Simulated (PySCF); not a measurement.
C$_{2}$HO (SMILES [CH-]=C=O), charge -1, singlet, geometry from GFN2-xTB (in this run its highest filled SCF level lies above zero, so its values depend strongly on the basis, on diffuse functions most of all); B3LYP/pcseg-1 run with PySCF.

Here is a job for PySCF.
```python
from pyscf import gto, scf, dft

mol = gto.M(
    atom='''
C     0.017882   -0.126888   -1.227557
C     0.012039   -0.079027   -0.004614
H     0.100932   -0.678824   -2.129085
O    -0.035057    0.239289    1.190263
''',
    basis='pcseg-1',
    charge=-1,
    spin=0,
    verbose=4,
)

mf = dft.RKS(mol)
mf.xc = 'b3lyp'
mf.kernel()
mo_i, mo_e, stable_i, stable_e = mf.stability(internal=True, external=True, return_status=True, nroots=6, tol=1e-6)
print('internally stable:', stable_i, ' externally stable:', stable_e)
if not stable_e:
    umf = mf.to_uhf() if not hasattr(mf, 'xc') else mf.to_uks()
    umf.scf_summary = {}
    umf.kernel(umf.make_rdm1(mo_e, umf.mo_occ))
mf.analyze()
```

What the program printed (banner, timings and long lists left out):

```
PySCF version 2.14.0

[INPUT] verbose = 4
[INPUT] num. atoms = 4
[INPUT] num. electrons = 22
[INPUT] charge = -1
[INPUT] spin (= nelec alpha-beta = 2S) = 0
[INPUT] symmetry False subgroup None
[INPUT] Mole.unit = angstrom
[INPUT] Symbol           X                Y                Z      unit          X                Y                Z       unit  Magmom
[...]
nuclear repulsion = 52.1364290545846
number of shells = 11
number of NR pGTOs = 82
number of NR cGTOs = 47
basis = pcseg-1
ecp = {}

******** <class 'pyscf.dft.rks.RKS'> ********
method = RKS
initial guess = minao
damping factor = 0
level_shift factor = 0
DIIS = <class 'pyscf.scf.diis.CDIIS'>
diis_start_cycle = 1
diis_space = 8
diis_damp = 0
SCF conv_tol = 1e-09
SCF conv_tol_grad = None
SCF max_cycles = 50
direct_scf = True
direct_scf_tol = 1e-13
XC library pyscf.dft.libxc version 7.1.2
    S. Lehtola, C. Steigemann, M. J. T. Oliveira, and M. A. L. Marques,  SoftwareX 7, 1–5 (2018)
XC functionals = b3lyp
    P. J. Stephens, F. J. Devlin, C. F. Chabalowski, and M. J. Frisch,  J. Phys. Chem. 98, 11623 (1994)
radial grids:
    Treutler-Ahlrichs [JCP 102, 346 (1995); DOI:10.1063/1.469408] (M4) radial grids

becke partition: Becke, JCP 88, 2547 (1988); DOI:10.1063/1.454033
pruning grids: <function nwchem_prune>
grids dens level: 3
symmetrized grids: False
atomic radii adjust function: <function treutler_atomic_radii_adjust>
small_rho_cutoff = 0
Set gradient conv threshold to 3.16228e-05
Initial guess from minao.
tot grids = 52128
init E= -152.277520233077
cycle= 1 E= -151.851502975221  delta_E= 0.426  |g|= 0.738  |ddm|= 2.29
cycle= 2 E= -151.581151162931  delta_E= 0.27  |g|= 1.38  |ddm|= 2.47
cycle= 3 E= -151.940556045217  delta_E= -0.359  |g|= 0.348  |ddm|= 1.85
cycle= 4 E= -151.970467524183  delta_E= -0.0299  |g|= 0.0828  |ddm|= 0.386
cycle= 5 E= -151.971827701376  delta_E= -0.00136  |g|= 0.0378  |ddm|= 0.111
cycle= 6 E= -151.972207408822  delta_E= -0.00038  |g|= 0.00362  |ddm|= 0.0451
cycle= 7 E= -151.972211118257  delta_E= -3.71e-06  |g|= 0.000156  |ddm|= 0.00476
cycle= 8 E= -151.972211124837  delta_E= -6.58e-09  |g|= 7.09e-05  |ddm|= 0.000413
cycle= 9 E= -151.972211126169  delta_E= -1.33e-09  |g|= 7.49e-06  |ddm|= 9.97e-05
cycle= 10 E= -151.972211126182  delta_E= -1.26e-11  |g|= 7.47e-07  |ddm|= 1.37e-05
Extra cycle  E= -151.972211126182  delta_E= -5.12e-13  |g|= 1.11e-06  |ddm|= 2.36e-06
converged SCF energy = -151.972211126182
rhf_internal: lowest eigs of H = [0.78382719 0.81831886 0.8940388  0.94821075 1.05616967 1.39209535]
<class 'pyscf.dft.rks.RKS'> wavefunction is stable in the internal stability analysis
rhf_real2complex: lowest eigs of H = [0.18722259 0.19488923 0.21117082 0.23132298 0.25576245 0.2592603 ]
<class 'pyscf.dft.rks.RKS'> wavefunction is stable in the real -> complex stability analysis
rhf_external: lowest eigs of H = [0.13339522 0.16128207 0.17750965 0.18468496 0.18863434 0.2482409 ]
<class 'pyscf.dft.rks.RKS'> wavefunction is stable in the RHF/RKS -> UHF/UKS stability analysis
internally stable: True  externally stable: True
**** SCF Summaries ****
Total Energy =                        -151.972211126182287
Nuclear Repulsion Energy =              52.136429054584596
One-electron Energy =                 -315.177168365721059
Two-electron Energy =                  111.068528184954161
Two-electron Coulomb Energy =          131.075377375704988
DFT Exchange-Correlation Energy =      -20.006849190750824
**** MO energy ****
[...]
 ** Mulliken pop on meta-lowdin orthogonal AOs  **
 ** Mulliken pop  **
 ** Mulliken atomic charges  **
charge of    0C =     -0.66766
charge of    1C =      0.19350
charge of    2H =      0.08646
charge of    3O =     -0.61230

WARN: System has nonzero charge -1; the dipole moment is origin-dependent.
Location of origin: [0. 0. 0.]

Dipole moment(X, Y, Z, Debye):  0.13695, -0.89854,  0.00627
```
